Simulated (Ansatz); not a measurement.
```yaml
crystal:
  periodic: [false, false, false]
  atoms:
    - {symbol: N, position_ang: [-0.444034, 1.658509, 0.060338]}
    - {symbol: Si, position_ang: [-0.964307, 0.050770, -0.034959]}
    - {symbol: F, position_ang: [-1.719167, -0.481004, 1.279912]}
    - {symbol: C, position_ang: [0.571654, -0.999404, -0.291307]}
    - {symbol: O, position_ang: [1.608678, -0.458060, 0.518839]}
    - {symbol: H, position_ang: [-1.072398, 2.442387, 0.099629]}
    - {symbol: H, position_ang: [0.445674, 1.852161, 0.492676]}
    - {symbol: H, position_ang: [-1.955160, -0.110133, -1.125134]}
    - {symbol: H, position_ang: [0.840304, -0.979498, -1.357254]}
    - {symbol: H, position_ang: [0.354167, -2.043583, -0.028704]}
    - {symbol: H, position_ang: [2.399990, -0.989247, 0.406663]}
basis:
  gaussian: {orbitals: 6-31G, nuclear_model: gaussian}
total_charge: -1
magnetization: {spin_polarized: true, initial_magnetization: 1}
hamiltonian: {xc: {name: SPW92}}
charge: 1
```

```sh
$ ansatz run in.yaml --threads 4 --pin off --events-out ev --progress --plain --max-ram 10444MiB
```

Output, abridged:

```
Error: YAML parse error: error: line 20 column 1: unknown field `charge`, expected one of crystal, accuracy, basis, kpoints, hamiltonian, magnetization, projection, total_charge, correlation, batch, efield, external_charges, scf, relax, neb, saddle, md, ramp, phonons, dielectric, real_time, elastic, magnetic_configurations, gw, evaluate, workflow, output, checkpoint, execution
18 | magnetization: {spin_polarized: true, initial_magnetization: 1}
19 | hamiltonian: {xc: {name: SPW92}}
20 | charge: 1
```

In this input the input holds a key that doesn't belong there. The program refused the input.
